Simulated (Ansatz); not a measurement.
Relaxation of CH7NOSi (11 atoms, charge 0, multiplicity 1), to a largest force component of 0.02 eV/Å in at most 40 steps.

The calculation used RKS PBE/def2-SVP (Ansatz).

```xyz
11
Properties=species:S:1:pos:R:3
Si 0.000 0.000 0.000
H 0.000 0.000 1.460
O 1.584 0.000 -0.559
H 1.901 -0.952 -0.676
N -0.857 1.485 -0.606
H -1.877 1.430 -0.889
H -0.337 2.406 -0.677
C -0.881 -1.526 -0.623
H -1.380 -2.038 0.226
H -1.641 -1.233 -1.377
H -0.145 -2.215 -1.088
```

Problem. Where does it end, and by what steps?

Solution. It converged. After 15 steps the energy has fallen by 0.482 eV; H11 moved furthest, 0.74 Å.

```csv
step,energy less start (eV),largest force component (eV/Å),accepted
0,0.0000,1.735,yes
1,-0.2518,1.096,yes
2,-0.3221,0.198,yes
3,-0.3803,0.240,yes
4,-0.4135,0.405,yes
5,-0.4579,0.247,yes
6,-0.4642,0.380,yes
7,-0.4792,0.074,yes
8,-0.4800,0.103,yes
9,-0.4677,0.772,no
10,-0.4811,0.026,yes
11,-0.4813,0.095,yes
12,-0.4817,0.064,yes
13,-0.4818,0.066,yes
14,-0.4820,0.026,yes
15,-0.4820,0.013,yes
```

```xyz
11
Properties=species:S:1:pos:R:3
Si 0.018 -0.043 -0.097
H 0.398 -0.104 1.363
O 1.445 0.055 -1.006
H 2.183 -0.484 -0.672
N -0.966 1.363 -0.348
H -1.499 1.422 -1.220
H -0.572 2.282 -0.126
C -1.000 -1.545 -0.594
H -1.927 -1.616 0.011
H -1.288 -1.489 -1.665
H -0.426 -2.484 -0.455
```

The run took 29 s on 2 threads of Arm Neoverse V1 (shared host), peak memory 0.15 GiB.
